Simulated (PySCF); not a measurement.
Task: Give a GFN2-xTB geometry of InChI=1S/C7H12/c1-6(2)5-7(3)4/h1,3,5H2,2,4H3.

Result: 
Z-matrix in Å and degrees, rows numbered from 1:
```
C 
C   1  1.3228
C   2  1.4973  1  122.73
C   2  1.5079  1  122.33  3   179.37
C   4  1.5080  2  111.02  1  -111.98
C   5  1.3228  4  122.34  2  -111.93
C   5  1.4971  4  114.93  2    67.38
H   1  1.0773  2  122.13  3   179.99
H   1  1.0775  2  121.84  3     0.34
H   3  1.0868  2  111.22  1     3.68
H   3  1.0894  2  110.12  1   124.73
H   3  1.0898  2  110.03  1  -116.88
H   4  1.0923  2  109.13  1   127.35
H   4  1.0924  2  109.41  1     8.67
H   6  1.0776  5  121.87  4   179.58
H   6  1.0774  5  122.12  4    -0.69
H   7  1.0897  5  110.12  4    63.78
H   7  1.0866  5  111.21  4  -175.59
H   7  1.0892  5  110.02  4   -54.62
```

The 6 C–C bonds span 1.323 Å (C1=C2, drawn double) to 1.508 Å (C4–C5, drawn single), a spread of 0.185 Å. Of the pairs four or more bonds apart, C2···H19 is among the closest relative to their van der Waals radii: 2.73 Å, 94 % of the sum of Bondi's values.

Computed geometry: GFN2-xTB, gas phase.

Point group: C2 (tolerance 0.08 Å). Stationary, but not proved a minimum. The numbers are those of one conformer (C1–C2–C4–C5 -112°, C2–C4–C5–C6 -112°).
